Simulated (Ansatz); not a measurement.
Born–Oppenheimer molecular dynamics of CH$_{5}$AsO (8 atoms, charge 0, multiplicity 1). It starts at the highest image of a converged band. Of that band: The profile has 2 maxima (images 4, 7) with wells between them (image 5): this band takes more than one step, which may be the mechanism or a detour left from its start path. Neighbouring images differ by up to 1.4 eV, so the band resolves the path poorly. A vibrational analysis at the climbing image gives one clearly imaginary mode, 1431i cm⁻¹: a first-order saddle point.

Level of theory: RKS PBE0-D4/def2-SVP (Ansatz 0.2.0).

```yaml
ensemble: NVE (velocity Verlet)
time_step: 0.5 fs
steps_asked: 200
starting_velocities_drawn_for: 300 K
seed: 11807
```

First frame:

```xyz
8
Properties=species:S:1:pos:R:3
C -0.373 0.816 -0.254
O -0.433 -0.086 0.823
As 0.265 -1.966 0.467
H -1.020 0.470 -1.079
H 0.655 0.927 -0.645
H -0.725 1.800 0.097
H 0.649 -0.550 1.272
H 1.074 -1.468 -0.738
```

Task: How far do the bonds stretch over the last three quarters of this one trajectory? (Pairs bonded in most of those frames.)

Result: 
| bond | mean (Å) | spread (Å) | shortest | longest |
| --- | --- | --- | --- | --- |
| C1–O2 | 1.426 | 0.009 | 1.41 | 1.45 |
| C1–H4 | 1.103 | 0.022 | 1.06 | 1.14 |
| C1–H5 | 1.099 | 0.014 | 1.07 | 1.12 |
| C1–H6 | 1.104 | 0.016 | 1.07 | 1.14 |
| O2–As3 | 2.134 | 0.046 | 2.07 | 2.21 |
| O2–H7 | 0.987 | 0.051 | 0.90 | 1.08 |
| As3–H8 | 1.539 | 0.014 | 1.52 | 1.56 |

Mean temperature of the second half: 582 K. The conserved energy stayed within 0.34 meV per atom of its start (net change -0.24 meV per atom), so the integration is sound. The system heated up, since it started high on the potential surface and ran downhill. A run of 0.1 ps of so small a system gives no equilibrium averages. The orbitals stay closed-shell, which can raise the energy where a bond breaks towards radicals; this wasn't checked here.

Run time: 4 min on 2 threads of Arm Neoverse V2 (shared host), peak memory 0.17 GiB.
